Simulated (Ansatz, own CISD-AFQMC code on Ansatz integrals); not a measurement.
H3B2N, SMILES `B=NB` (charge 0, multiplicity 1).

Cartesian coordinates (Å):
```xyz
6

B      1.5214    -0.1333     0.7087
N      0.2837    -0.0243     0.8471
B     -1.1015     0.0965     0.9994
H      2.6761    -0.2343     0.5800
H     -1.8335    -0.4393     0.2221
H     -1.5462     0.7348     1.9062
```
Charge 0, spin multiplicity 1.

Frozen-core energies in cc-pVDZ from Ansatz (a quantum-chemistry and plane-wave program) at a geometry from B3LYP-D3(BJ)/def2-TZVP; the HF reference has <S^2> = 0.00 and the T1 diagnostic is 0.015.

```tsv
level	energy (Ha)
HF	-105.59631
MP2	-105.91724
CCSD	-105.94430
```

Question: Estimate the energies of CCSD(T), CCSDT, phaseless AFQMC, CISD trial (own CISD-AFQMC code on Ansatz integrals; ±0.39 mHa) and CCSDT(Q), and give each level's difference from CCSDT(Q).

Answer: 
```tsv
level	energy (Ha)	difference from CCSDT(Q) (mHa)
MP2	-105.91724	41.18
CCSD	-105.94430	14.12
CCSD(T)	-105.95670	1.71
CCSDT	-105.95742	1.00
phaseless AFQMC, CISD trial (own CISD-AFQMC code on Ansatz integrals; ±0.39 mHa)	-105.95848	-0.06
CCSDT(Q)	-105.95842	0.00
```
